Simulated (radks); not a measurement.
Results of a calculation; reference values are marked as such.
Spherical quantum dot in the effective-mass picture: electrons in a parabolic well V = omega^2 r^2 / 2 with omega = 0.448, with a point charge +1 (a donor) at the centre, all in effective atomic units (hartree* = m*/eps^2 hartree, bohr* = eps/m* bohr), one dielectric constant everywhere. Level of theory: non-relativistic Kohn-Sham, exchange-only LDA, spin-polarised, spherical densities (a radial shooting solver with Libxc functionals). Levels are named by radial order and angular momentum (1s, 1p, 1d, 2s, ...), and open shells are averaged over m. Results are scaled to m* = 0.249 and eps = 15.9, for which hartree* = 26.8 meV and bohr* = 3.379 nm.

N = 18, configuration 1s2 1p6 1d(up 5, down 3) 2s2. This is the lowest configuration that the search found. Occupied and some empty levels:

level    occupation  eigenvalue (meV)  <r> (nm)
1s up             1            143.96     7.213
1s down           1            144.30     7.011
1p up             3            150.69     11.14
1p down           3            151.33     11.10
2s up             1            154.31     10.26
2s down           1            154.76     10.40
1d up             5            156.32     12.66
1d down           3            156.99     12.67
1f up             0            162.59     13.78
1f down           0            163.26     13.81
2p up             0            164.76     11.79
2p down           0            165.19     11.80
1g up             0            169.50     14.72
1g down           0            170.13     14.76

Energy (meV): total 1635.77, kinetic 177.13, external 417.60, Hartree 1159.8, exchange-correlation -118.71.
